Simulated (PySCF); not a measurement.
C₅H₈OS.
Cartesian coordinates in Å at the PBE0-D3(BJ)/def2-SVP level; atoms count from 1:
```
atom  x, y, z in Å
C1     3.100   -0.125   -0.028
C2     1.918   -0.611   -0.407
C3     0.737   -0.725    0.492
O4    -0.386   -0.155   -0.174
C5    -1.578   -0.201    0.403
C6    -2.605    0.428   -0.485
S7    -1.885   -0.866    1.866
H8     3.264    0.264    0.982
H9     3.952   -0.105   -0.713
H10    1.778   -0.990   -1.426
H11    0.500   -1.778    0.728
H12    0.890   -0.214    1.457
H13   -2.256    1.418   -0.817
H14   -3.564    0.515    0.035
H15   -2.731   -0.191   -1.388
```

The calculation used core-valence-separated Tamm–Dancoff BHandHLYP/aug-pcX-1 (pcseg-1 on H, def2-SVPD on S) in PySCF, non-relativistic, gas phase, PBE0-D3(BJ)/def2-SVP geometry. BHandHLYP without relativity tends to put these K edges a few eV too low, so spacings mean more than positions.

The lowest roots of each edge with f over 0.003 (five at most, numbered afresh; weaker and dark ones are left out), with transition dipoles (au) in the frame of the coordinates:

```
root  edge  E (eV)       μx       μy       μz
   1     C  282.52   0.0251  -0.0840   0.0307
   2     C  282.66  -0.0280   0.0859  -0.0289
   3     C  283.77   0.0186   0.0965   0.0489
   4     C  285.84  -0.0152   0.0128  -0.0304
   5     C  285.91   0.0344   0.0128   0.0034
   6     O  532.04   0.0069   0.0353   0.0183
   7     O  534.55  -0.0281   0.0166  -0.0207
   8     O  535.43  -0.0125   0.0079  -0.0127
   9     O  536.11  -0.0011   0.0095  -0.0177
  10     O  536.43  -0.0104  -0.0093   0.0092
```

What are the oscillator strengths?

f = (2/3) ΔE |μ|², with ΔE in hartree (27.2114 eV):

```
root  ΔE (Eh)  |μ|² (au)      f  core hole on
   1  10.3823   0.008632  0.060            C1
   2  10.3875   0.009003  0.062            C2
   3  10.4284   0.012054  0.084            C5
   4  10.5044   0.001318  0.009            C6
   5  10.5070   0.001362  0.010            C1
   6  19.5521   0.001632  0.021            O4
   7  19.6444   0.001495  0.020            O4
   8  19.6769   0.000379  0.005            O4
   9  19.7016   0.000404  0.005            O4
  10  19.7135   0.000278  0.004            O4
```

Molecules are fixed in this frame and the field points along y. What effective strengths 3 f cos²θ do the roots have (θ between field and μ)?

root 1 (C1): 0.147, root 2 (C2): 0.153, root 3 (C5): 0.194, root 4 (C6): 0.003, root 5 (C1): 0.003, root 6 (O4): 0.049, root 7 (O4): 0.011, root 8 (O4): 0.002, root 9 (O4): 0.004, root 10 (O4): 0.003. Root 3 is the strongest. Averaged over all orientations cos²θ is 1/3, which gives f back.

Hardware: one thread, AMD EPYC (x86_64), shared host. Cost: 50 s, 1.0 GiB resident at most.

One conformer stands for the species.
